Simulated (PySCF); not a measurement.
Method: M06-2X/def2-TZVP (PySCF). All species are isolated molecules in the gas phase. Delta-SCF ions had no search for a lower state. 

Reference species (SMILES): `B` (neutral, multiplicity 1).

```
Quantity                                   Value
--------------------------------------  --------
vertical ionisation energy (Delta-SCF)  13.21 eV
LUMO                                    -1.00 eV
```

Changed species: `BBr` (X = bromo; the reference has X = H).

**Question.** What does the change do to the vertical ionisation energy (Delta-SCF) and LUMO?

**Answer.** the vertical ionisation energy (Delta-SCF) decreases by 2.34 eV, to 10.87 eV; the LUMO falls by 0.07 eV, to -1.07 eV.
